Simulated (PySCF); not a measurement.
Electron correlation in S (sulfur, neutral)

[Ne] 3s2 3p3 4s1, high-spin 5S determinant (an excited configuration). Calculation: PySCF 2.14, in dyall-av3z; scalar relativity by spin-free X2C-1e. Frozen: [Ne]; 6 electrons correlated; the 26 highest virtual orbitals of each spin left out.

```json
{"level": "CCSD", "correlation energy (mhartree)": "-121.64"}
{"level": "(T)", "correlation energy (mhartree)": "-4.68"}
{"level": "CCSD(T)", "correlation energy (mhartree)": "-126.32"}
```

Diagnostics: T1 = 0.010, D1 = 0.0348, largest double amplitude 0.043.

**Question.** Is a single reference adequate?

**Answer.** Yes: T1 lies below 0.03 and no double amplitude reaches 0.07.
